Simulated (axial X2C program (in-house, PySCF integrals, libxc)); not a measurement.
**Spectroscopic constants of SbBr⁺**

Computed with an axial X2C code built on PySCF integrals. Spin-free means the one-electron spin-free X2C Hamiltonian; two-component (2c) means X2C with spin–orbit coupling and atomic mean-field two-electron Coulomb and Gaunt terms, so the difference of the two also holds small scalar two-electron terms. Basis: Sb dyall-cv3z [11s12p8d4f1g], Br dyall-cv3z [8s9p6d4f1g] (cores contracted in-house); Gaussian nuclei, density fitting, unrestricted open shells. Masses: Sb 120.904 u, Br 78.918 u.

Input file and command:
```json
{"zs": [51, 35], "q": 1, "bas": ["dyall-cv3z", "dyall-cv3z"], "levels": ["PBE0", "HF", "r2SCAN0"], "cc": true, "r0": 2.54, "thr": -1.0, "nmax": 90, "npts": 10, "nst": 2, "ntry": 6}
```
```bash
python so2c.py task.json out
```

Keys: zs atomic numbers; q charge; bas basis sets; levels methods; cc coupled cluster on or off; r0 starting distance in Å; thr threshold in hartree for freezing inner shells (an s shell follows its p shell); nmax most natural virtual spinors; npts points on the curve; nst determinants followed; ntry starts of the search. HF also brings MP2.

State, spin-free: M_S = 1/2, Λ = 1 (beyond evenly filled blocks: π+α); electrons by block: σα: 18, σβ: 18, π+α: 10, π+β: 9, π-α: 9, π-β: 9, δ+α: 3, δ+β: 3, δ-α: 3, δ-β: 3. Fragments: Sb+ + Br.

State, 2c: Ω = 1/2 (⟨Sz⟩ = -0.49, ⟨Lz⟩ = 0.99 at PBE0); electrons by block: 1/2: 28, -1/2: 27, 3/2: 12, -3/2: 12, 5/2: 3, -5/2: 3. Fragments: Sb+ + Br.

```
Hamiltonian    level  Re (Å)  ωe (cm⁻¹)  ωexe (cm⁻¹)  αe (cm⁻¹)  De (eV)  D0 (eV)  μ (D)
  spin-free     PBE0   2.377      316.8        0.616   0.000167     3.41     3.39  -2.51
  spin-free       HF   2.377      323.2          n/a   0.000157     1.68     1.66  -3.28
  spin-free     CCSD   2.387      316.8        0.628   0.000165     2.91     2.89    n/a
  spin-free  CCSD(T)   2.396      311.0        0.622   0.000168     3.09     3.07    n/a
  spin-free  r2SCAN0   2.367      321.9         0.63   0.000168     3.25     3.23  -2.52
         2c     PBE0   2.380      314.5        0.623   0.000169      n/a      n/a  -2.56
         2c  r2SCAN0   2.370      320.1         0.63   0.000168      n/a      n/a  -2.56
```

Correlated methods: 11 electrons correlated (number of frozen shells: Sb 4 s, 3 p, 2 d; Br 3 s, 2 p, 1 d), 273 virtual spin orbitals or spinors in MP2, 90 natural virtuals in coupled cluster.

Dipoles are positive if Br is the positive end and refer to the centre of mass.

One determinant describes the state; a PBE0 search over occupations chose it and may have missed a lower one. De is counted from the lowest determinant-based energies of the atoms at the same level, without counterpoise correction. De is not given where an atomic determinant may have missed its ground term or J level, or where the truncated virtual space spoils (T). Density functionals use the spin component along the axis (collinear). CCSD and (T) use frozen natural virtuals with an MP2 correction for the truncation; (T) itself is uncorrected, so its De runs slightly low. The functionals have no current-density term, which raises determinants with orbital currents, atoms included. The determinant is spin-polarised beyond a pure state at some levels (its spin-free form has ⟨S²⟩ too high), which makes Re and μ there less reliable. With the outer-core shells frozen, correlated bond lengths of heavy atoms tend to come out a few hundredths of an ångström too long.

No reliable constants came from CCSD (2c), CCSD(T) (2c), HF (2c), MP2 (2c), MP2 (spin-free): no minimum in range, unconverged points, a curve that is not smooth, a change of character along it, or the two Hamiltonians disagreeing along it.

Rough cost a point (2c) on 1 thread(s) of a shared host, integrals apart: PBE0 1.3 s, r2SCAN0 1.8 s.

The whole task took 4.3 min on 1 thread of Intel(R) Xeon(R) Processor @ 2.30GHz, on a shared host.
